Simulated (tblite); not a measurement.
Isomers of C4H7NO2. Calculated harmonic vibrations of the isolated species, GFN2-xTB (tblite), most abundant isotopes, no scaling. Errors from tens to a few hundred cm⁻¹ against measured bands are possible. One conformer each.

Electronic energies: GFN2-xTB at the same geometries; isomer energies are rough at this level and their order can be wrong.

```json
{"SMILES": "NC(=O)C1COC1", "electronic energy, lowest = 0 (kcal/mol)": "7.0"}
{"SMILES": "[H]/N=C(\\C)COC=O", "electronic energy, lowest = 0 (kcal/mol)": "10.1"}
{"SMILES": "CNC(=O)CC=O", "electronic energy, lowest = 0 (kcal/mol)": "0.0"}
{"SMILES": "CN(C)C(=O)C=O", "electronic energy, lowest = 0 (kcal/mol)": "6.4"}
```

**Question.** How do GFN2-xTB zero-point energies change the relative energies?

**Answer.** 
```json
{"SMILES": "CNC(=O)CC=O", "ZPE (kcal/mol)": "68.0", "of it from modes above 1550 cm⁻¹": "35.4", "electronic (kcal/mol)": "0.0", "with ZPE, lowest = 0 (kcal/mol)": "0.0", "lowest mode (cm⁻¹)": "75", "rings": "0"}
{"SMILES": "CN(C)C(=O)C=O", "ZPE (kcal/mol)": "67.6", "of it from modes above 1550 cm⁻¹": "34.8", "electronic (kcal/mol)": "6.4", "with ZPE, lowest = 0 (kcal/mol)": "6.0", "lowest mode (cm⁻¹)": "18i", "rings": "0"}
{"SMILES": "NC(=O)C1COC1", "ZPE (kcal/mol)": "69.5", "of it from modes above 1550 cm⁻¹": "33.7", "electronic (kcal/mol)": "7.0", "with ZPE, lowest = 0 (kcal/mol)": "8.5", "lowest mode (cm⁻¹)": "75", "rings": "1"}
{"SMILES": "[H]/N=C(\\C)COC=O", "ZPE (kcal/mol)": "68.0", "of it from modes above 1550 cm⁻¹": "35.3", "electronic (kcal/mol)": "10.1", "with ZPE, lowest = 0 (kcal/mol)": "10.1", "lowest mode (cm⁻¹)": "37", "rings": "0"}
```

The zero-point energies span 1.9 kcal/mol, from `CN(C)C(=O)C=O` to `NC(=O)C1COC1`. Slightly imaginary modes are left out of the zero-point energy: `CN(C)C(=O)C=O` 18.2i cm⁻¹. The order is unchanged.

**Question.** What do entropy and thermal enthalpy add at 298.15 K and 1 bar (rigid rotor, harmonic oscillator, one conformer each)?

**Answer.** 
| SMILES | point group | symmetry number | S (cal/(mol K)) | H − H(0) (kcal/mol) | ZPE + H − H(0) − TS (kcal/mol) |
| --- | --- | --- | --- | --- | --- |
| CNC(=O)CC=O | C1 | 1 | 88.4 | 5.68 | 47.3 |
| NC(=O)C1COC1 | Cs | 1 | 82.6 | 4.96 | 49.8 |
| [H]/N=C(\C)COC=O | C1 | 1 | 88.5 | 5.55 | 47.2 |

Not tabulated: `CN(C)C(=O)C=O` (lowest mode only 18i cm⁻¹).
